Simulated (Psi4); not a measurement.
As$_{2}$, triplet, at a GFN2-xTB geometry (a higher spin typed on purpose: for a closed-shell molecule this is an excited state); B3LYP/def2-SVP (Psi4 1.11).

Psi4 was given this input:
```
memory 2 GB

molecule mol {
0 3
  As   -0.000000   -0.000000   -1.127166
  As    0.000000    0.000000    1.127166
}

set basis def2-svp
set reference uks

energy('b3lyp')
print_variables()
```

Task: Predict the main parts of the log of this Psi4 run.

Result: 
```
   => Loading Basis Set <=

    Name: DEF2-SVP
    Role: ORBITAL
    Keyword: BASIS

         ---------------------------------------------------------
                                   SCF
               by Justin Turney, Rob Parrish, Andy Simmonett
                          and Daniel G. A. Smith
                              UKS Reference
         ---------------------------------------------------------

  ==> Geometry <==

    Molecular point group: d2h
    Full point group: D_inf_h

    Geometry (in Angstrom), charge = 0, multiplicity = 3:

       Center              X                  Y                   Z               Mass
    ------------   -----------------  -----------------  -----------------  -----------------
         AS           0.000000000000     0.000000000000    -1.127166000000    74.921594570000
         AS           0.000000000000     0.000000000000     1.127166000000    74.921594570000

  Running in d2h symmetry.

  Rotational constants: A = ************  B =      0.08855  C =      0.08855 [cm^-1]
  Rotational constants: A = ************  B =   2654.63265  C =   2654.63265 [MHz]
  Nuclear repulsion =  255.629597778690169

  Charge       = 0
  Multiplicity = 3
  Electrons    = 66
  Nalpha       = 34
  Nbeta        = 32

  ==> Algorithm <==

  SCF Algorithm Type is DF.
  DIIS enabled.
  MOM disabled.
  Fractional occupation disabled.
  Guess Type is SAD.
  Energy threshold   = 1.00e-06
  Density threshold  = 1.00e-06
  Integral threshold = 1.00e-12

  ==> Primary Basis <==

  Basis Set: DEF2-SVP
    Blend: DEF2-SVP
    Number of shells: 24
    Number of basis functions: 64
    Number of Cartesian functions: 70
    Spherical Harmonics?: true
    Max angular momentum: 2

  ==> DFT Potential <==

   => LibXC <=

    Version 7.1.2
    S. Lehtola, C. Steigemann, M. J. T. Oliveira, and M. A. L. Marques,  SoftwareX 7, 1–5 (2018) (10.1016/j.softx.2017.11.002)

   => Composite Functional: B3LYP <=

    B3LYP Hyb-GGA Exchange-Correlation Functional

    P. J. Stephens, F. J. Devlin, C. F. Chabalowski, and M. J. Frisch,  J. Phys. Chem. 98, 11623 (1994) (10.1021/j100096a001)

    Deriv               =              1
    GGA                 =           TRUE
    Meta                =          FALSE

    Exchange Hybrid     =           TRUE
    MP2 Hybrid          =          FALSE

   => Exchange Functionals <=

    0.0800   Slater exchange
    0.7200         Becke 88

   => Exact (HF) Exchange <=

    0.2000               HF

   => Correlation Functionals <=

    0.1900   Vosko, Wilk & Nusair (VWN5_RPA)
    0.8100   Lee, Yang & Parr

   => LibXC Density Thresholds  <==

    XC_HYB_GGA_XC_B3LYP:  1.00E-15

   => Molecular Quadrature <=

    Radial Scheme          =       TREUTLER
    Pruning Scheme         =           NONE
    Nuclear Scheme         =       TREUTLER

    Blocking Scheme        =         OCTREE
    BS radius alpha        =              1
    Pruning alpha          =              1
    Radial Points          =             75
    Spherical Points       =            302
    Total Points           =          40598
    Total Blocks           =            372
    Max Points             =            256
    Max Functions          =             59
    Weights Tolerance      =       1.00E-15

   => Loading Basis Set <=

    Name: (DEF2-SVP AUX)
    Role: JKFIT
    Keyword: DF_BASIS_SCF

  ==> Integral Setup <==

  SCF_SUBTYPE=INCORE selected. In-core MEM_DF algorithm will be used.
  Using in-core AOs.

  ==> MemDFJK: Density-Fitted J/K Matrices <==

    J tasked:                   Yes
    K tasked:                   Yes
    wK tasked:                   No
    Algorithm:                 Core
    Schwarz Cutoff:           1E-12
    Mask sparsity (%):       3.7598
    Fitting Condition:        1E-10

   => Auxiliary Basis Set <=

  Basis Set: (DEF2-SVP AUX)
    Blend: DEF2-UNIVERSAL-JKFIT
    Number of shells: 120
    Number of basis functions: 532
    Number of Cartesian functions: 742
[...]
     Ag        15      15
     B1g        3       3
     B2g        7       7
     B3g        7       7
     Au         3       3
     B1u       15      15
     B2u        7       7
     B3u        7       7
   -------------------------
    Total      64      64
   -------------------------

  ==> Iterations <==

                           Total Energy        Delta E     RMS |[F,P]|

   @DF-UKS iter SAD: -4464.68057576919455   -4.46468e+03   0.00000e+00
   @DF-UKS iter   1: -4469.44161280164735   -4.76104e+00   1.18961e-01 ADIIS
   @DF-UKS iter   2: -4469.03087419346230    4.10739e-01   1.49670e-01 ADIIS
   @DF-UKS iter   3: -4471.22013401261029   -2.18926e+00   1.99509e-03 ADIIS/DIIS
   @DF-UKS iter   4: -4471.22061975801989   -4.85745e-04   8.56858e-04 ADIIS/DIIS
   @DF-UKS iter   5: -4471.22099344650269   -3.73688e-04   2.51237e-05 DIIS
   @DF-UKS iter   6: -4471.22099387195431   -4.25452e-07   6.02090e-06 DIIS
   @DF-UKS iter   7: -4471.22099388546940   -1.35151e-08   1.03665e-06 DIIS
   @DF-UKS iter   8: -4471.22099388593415   -4.64752e-10   6.07086e-08 DIIS
  Energy and wave function converged.

  ==> Post-Iterations <==

   Electrons on quadrature grid:
      Nalpha   =   33.9999939594 ; deviation = -6.041e-06
      Nbeta    =   31.9999939449 ; deviation = -6.055e-06
      Ntotal   =   65.9999879043 ; deviation = -1.210e-05

   @Spin Contamination Metric:   3.994105507E-03
   @S^2 Expected:                2.000000000E+00
   @S^2 Observed:                2.003994106E+00
   @S   Expected:                1.000000000E+00
   @S   Observed:                1.000000000E+00

    Orbital Energies [Eh]
    ---------------------

    Alpha Occupied:

[...]
       4B3g   -0.187759

    Alpha Virtual:

[...]
    Beta Occupied:

[...]
    Beta Virtual:

[...]
    Final Occupation by Irrep:
             Ag   B1g   B2g   B3g    Au   B1u   B2u   B3u
    DOCC [     9,    1,    3,    3,    1,    8,    3,    4 ]
    SOCC [     0,    0,    0,    1,    0,    0,    1,    0 ]
    NA   [     9,    1,    3,    4,    1,    8,    4,    4 ]
    NB   [     9,    1,    3,    3,    1,    8,    3,    4 ]

  @DF-UKS Final Energy: -4471.22099388593415

   => Energetics <=

    Nuclear Repulsion Energy =            255.6295977786901688
    One-Electron Energy =               -6738.1012155942826212
    Two-Electron Energy =                2144.8877014983431764
    DFT Exchange-Correlation Energy =    -133.6370775686841625
    Empirical Dispersion Energy =           0.0000000000000000
    VV10 Nonlocal Energy =                  0.0000000000000000
    Total Energy =                      -4471.2209938859341491

  UHF NO Occupations:
  HONO-2 :    8B1u 1.9989117
  HONO-1 :    4B3g 1.0000000
  HONO-0 :    4B2u 1.0000000
  LUNO+0 :    9B1u 0.0010883
  LUNO+1 :   10 Ag 0.0008620
  LUNO+2 :    5B3u 0.0000135
  LUNO+3 :   11 Ag 0.0000084

Computation Completed

Properties will be evaluated at   0.000000,   0.000000,   0.000000 [a0]

Properties computed using the SCF density matrix

 Multipole Moments:

 ------------------------------------------------------------------------------------
     Multipole            Electronic (a.u.)      Nuclear  (a.u.)        Total (a.u.)
 ------------------------------------------------------------------------------------

 L = 1.  Multiply by 2.5417464519 to convert [e a0] to [Debye]
 Dipole X            :          0.0000000            0.0000000            0.0000000
 Dipole Y            :          0.0000000            0.0000000            0.0000000
 Dipole Z            :          0.0000000            0.0000000            0.0000000
 Magnitude           :                                                    0.0000000

 ------------------------------------------------------------------------------------

  Variable Map:
  ----------------------------------------------------------------------------
[...]
  Array Variable Map:
  ----------------------------------------------------------------------------
[...]
[...]
```
